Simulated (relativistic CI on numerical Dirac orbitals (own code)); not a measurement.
**Rh4+: 3d photoemission**

Computed with this model: Dirac-Coulomb-Breit CI, separate exchange-only KLI orbitals for each configuration, model QED, valence Slater integrals scaled by 0.8, multiplet model of photoemission in the sudden approximation; configurations [Kr] 4d5 → [Ar] 3d9 4s2 4p6 4d5; 80 K; Lorentzian 0.3 eV and Gaussian 0.5 eV FWHM. Energies are those of the free ion, without screening or charge transfer. The energies are binding energies and can lie tens of eV above those of solids. S is read from ⟨S²⟩ = S(S + 1).

Computed curve for free ion, scaled to 100 at the maximum (points under 2 are left out and the grid is thinned):

```tsv
Energy (eV)	Intensity
371.9	2.1
372.2	2.9
372.6	5.4
372.9	11.5
373.2	34.6
373.5	80.1
373.9	99.9
374.2	91.5
374.5	76.2
374.8	51.6
375.2	16.9
375.5	7.0
375.8	4.2
376.1	3.3
376.5	3.1
376.8	3.8
377.1	5.5
377.4	8.9
377.8	26.9
378.1	61.2
378.4	74.8
378.7	42.0
379.1	14.8
379.4	13.9
379.7	15.9
380.0	17.0
380.4	13.3
380.7	9.0
381.0	5.9
381.3	5.2
381.7	3.2
384.9	2.1
385.2	2.3
385.5	3.0
385.9	5.2
386.2	9.6
386.5	12.9
386.8	8.9
387.2	3.3
387.5	2.2
```

The ground state has S = 2.49, and the centroid lies at 376.60 eV.
